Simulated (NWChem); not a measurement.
System: OsF$_{6}$, triplet; SMILES [F][Os]([F])([F])([F])([F])[F]

In the optimisation the excess spin sits in ag (Ci, its own frame). No frequency run checked for a minimum. def2 effective core potentials on Os; no spin-orbit coupling.

Q: Give the equilibrium geometry at PBE0/def2-SVP with def2 effective core potentials on Os, spin-unrestricted (NWChem) as an XYZ file, with the point group.

A: point group Ci; any orientation.
```
7

Os     0.0000     0.0000     0.0000
F     -1.1689     0.9804    -1.0275
F      1.1689    -0.9804     1.0275
F     -1.4171    -0.5729     1.0080
F     -0.1593    -1.4581    -1.1085
F      0.1593     1.4581     1.1085
F      1.4171     0.5729    -1.0080
```
